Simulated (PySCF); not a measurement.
C₇H₁₃FO₂.
Atom-mapped SMILES: `[CH3:1][CH2:2][O:3][C@@H:4]1[CH2:5][C@@H:6]1[C@@H:7]([F:8])[O:9][CH3:10]`

NICS is the negative of the GIAO shielding at a point without a nucleus: at the ring centre (0) and 1 Å above and below it (1); zz is the component along the ring normal. Level: GIAO PBE0/pcSseg-1 (PySCF, non-relativistic, gas phase) on the PBE0-D3(BJ)/def2-SVP geometry, one conformer.

Ring bond lengths (Å), with Mayer bond orders in brackets: C4–C5 1.485 (0.97), C5–C6 1.504 (0.92), C6–C4 1.511 (0.90).

Question: Give the NICS values of each ring in ppm.

Answer: 
| ring | type | NICS(0) | NICS(1), two faces | NICS(1)zz, two faces | rms pucker (Å) | centre to ring atoms, mean (Å) |
| --- | --- | --- | --- | --- | --- | --- |
| C4–C5–C6 | 3-membered carbocycle; formal bonds all single | -38.4 | -9.2 / -7.1 | -23.5 / -14.5 | 0.00 | 0.87 |

Question: What do they say, and how far can they be read as aromaticity?

Answer: 
- C4–C5–C6: mean NICS(1)zz -19.0 ppm, shielded. C4, C5, C6 have four or more neighbours, and the NICS criterion for π rings isn't applied. The two faces differ by 9.0 ppm, so no symmetry operation interchanges them. NICS(0) lies 30 ppm below the mean NICS(1).

Question: What is the mean of the two in-plane components of NICS at the second NICS(1) probe listed for ring C4–C5–C6, 1 Å off the ring?

Answer: The isotropic value is a third of the trace: (3 × -7.1 − (-14.5))/2 = -3.4 ppm.

Question: What are the shieldings of the ring atoms and their hydrogens in the same run (means over atoms taken as equivalent)?

Answer: 
```tsv
atoms	environment	σ isotropic (ppm)	principal values of the symmetric part, first atom (ppm)
C4	sp3 carbon bound to oxygen	126.2	91.4, 94.0, 193.3
C5	three-membered-ring carbon	176.1	148.4, 172.1, 208.0
C6	three-membered-ring carbon	160.8	128.2, 149.8, 204.6
H on C4	methine hydrogen	28.64	23.3, 27.4, 35.2
H on C5	methylene hydrogen	30.48	25.0, 25.8, 40.6
H on C5	methylene hydrogen	30.64	25.8, 28.6, 37.5
H on C6	methine hydrogen	30.37	24.6, 28.5, 38.0
```

Question: How do the values depend on the level or the medium?

Answer: 
```tsv
level	NICS(0), C4–C5–C6	mean NICS(1)zz, C4–C5–C6
PBE0/pcSseg-1, gas	-38.4	-19.0
PBE0/pcSseg-1, IEF-PCM acetonitrile	-38.8	-19.1
PBE0/pcSseg-1, IEF-PCM cyclohexane	-38.5	-19.0
```

The geometry is the same throughout; the continuum's cavity takes Bondi-type radii × 1.2.

The values belong to the conformer `[CH3:1][CH2:2][O:3][C@@H:4]1[CH2:5][C@@H:6]1[C@@H:7]([F:8])[O:9][CH3:10]`: C1–C2–O3–C4 -79°, C2–O3–C4–C5 174°, C5–C6–C7–F8 69°, C6–C7–O9–C10 173°.
